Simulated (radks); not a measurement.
The numbers below are computed, except where a source is named.
Initial-state core-level shifts of neutral cobalt when its valence configuration changes from [Ar] 3d7 4s2. Code: a radial shooting solver on a logarithmic mesh with Libxc functionals. Model: scalar-relativistic Kohn-Sham, PBE, spin-unpolarised, spherical densities, finite nucleus; Fermi nuclear charge, rms radius 3.7875 fm. Shifts are changes of the shell-averaged eigenvalues in eV (positive: less bound); the change of the density at the nucleus, which sets a Mossbauer isomer shift, is in e/bohr^3, on a base of 1.738e+04.

[
 {"valence": "3d7 4s1 4p1", "1s": "-1.868", "2s": "-1.766", "2p": "-1.772", "3p": "-1.866", "density at nucleus": "-6.092"},
 {"valence": "3d6 4s2 4p1", "1s": "-8.171", "2s": "-8.931", "2p": "-8.860", "3p": "-7.767", "density at nucleus": "+5.726"},
 {"valence": "3d9", "1s": "+7.568", "2s": "+8.526", "2p": "+8.431", "3p": "+7.634", "density at nucleus": "-14.802"},
 {"valence": "3d6 4s1 4p2", "1s": "-9.773", "2s": "-10.466", "2p": "-10.396", "3p": "-9.350", "density at nucleus": "-2.244"},
 {"valence": "3d8 4s1", "1s": "+4.716", "2s": "+5.300", "2p": "+5.243", "3p": "+4.663", "density at nucleus": "-8.816"},
 {"valence": "3d7 4p2", "1s": "-3.473", "2s": "-3.274", "2p": "-3.285", "3p": "-3.470", "density at nucleus": "-13.256"},
 {"valence": "3d7.5 4p1.5", "1s": "-0.100", "2s": "+0.403", "2p": "+0.360", "3p": "-0.171", "density at nucleus": "-13.979"},
 {"valence": "3d7.5 4s1.5", "1s": "+2.579", "2s": "+2.901", "2p": "+2.870", "3p": "+2.521", "density at nucleus": "-4.838"},
 {"valence": "3d7.5 4s1 4p0.5", "1s": "+1.593", "2s": "+1.977", "2p": "+1.942", "3p": "+1.531", "density at nucleus": "-7.590"}
]
